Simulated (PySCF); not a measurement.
**Simulated absorption spectrum**

Compound: C2H7NOSi.
SMILES: `CO/C=N/[SiH3]`

Theory: TDDFT CAM-B3LYP/def2-SVPD, vertical, gas phase, core orbitals frozen in the response in PySCF 2.14.0, density-fitted response routines. Isolated species at its GFN2-xTB geometry (one conformer only). Torsions of this conformer, `[CH3:1][O:2]/[CH:3]=[N:4]/[SiH3:5]`: C1–O2–C3–N4 0°.

Each state is given a Gaussian of 0.3 eV full width at half maximum, with ε(max) = 2.175×10⁸ f / Δν̃ (Δν̃ the width in cm⁻¹). The cross-section is σ = 3.8235×10⁻²¹ ε cm², given in Mb (10⁻¹⁸ cm²). The width is an assumption, not a result. The curve ends short of the highest state used, and states not computed would add to its high-energy end.

```tsv
λ (nm)	σ (Mb)
161.7	18.12
165.4	76.81
169.0	125.49
172.7	44.33
176.3	5.00
179.9	3.18
183.6	3.70
187.2	1.51
190.8	0.24
194.5	0.02
198.1	0.00
201.8	0.00
205.4	0.00
209.0	0.00
212.7	0.00
216.3	0.00
219.9	0.00
223.6	0.00
227.2	0.00
230.9	0.00
234.5	0.00
238.1	0.00
241.8	0.00
245.4	0.00
```

Question: Where are the band maxima, and which computed states make them?

Answer: 182 nm (6.80 eV), ε about 1000, made up of S2 (100%); 168 nm (7.37 eV), ε about 34000, made up of S3 (90%) and S4 (10%) (ε in L mol⁻¹ cm⁻¹; maxima over ε = 5, shares over 10%). The states used: S1 5.50 eV (f 0.0000); S2 6.80 eV (f 0.012); S3 7.37 eV (f 0.337); S4 7.37 eV (f 0.038); S5 7.83 eV (f 0.066); S6 7.96 eV (f 0.0062); S7 8.11 eV (f 0.076); S8 8.27 eV (f 0.028).

Question: Coming from long wavelengths, where does ε first pass 100 L mol⁻¹ cm⁻¹?

Answer: At about 190 nm (6.53 eV), 1.02 eV above S1.

Question: On this curve, what absorbance would a 10⁻⁵ mol/L sample give at 193 nm over a 1 cm path?

Answer: 193 nm is 6.424 eV, where ε is about 13 L mol⁻¹ cm⁻¹, so A = ε c l ≈ 0.00013 (Beer–Lambert, with the gas-phase spectrum and the assumed width).

Question: What would ε be at 7.37 eV, the highest of these maxima, with half the width (0.15 eV)?

Answer: About 67200 L mol⁻¹ cm⁻¹ against 33700, a factor of about 1.99; a lone state at its own centre would give exactly 2.
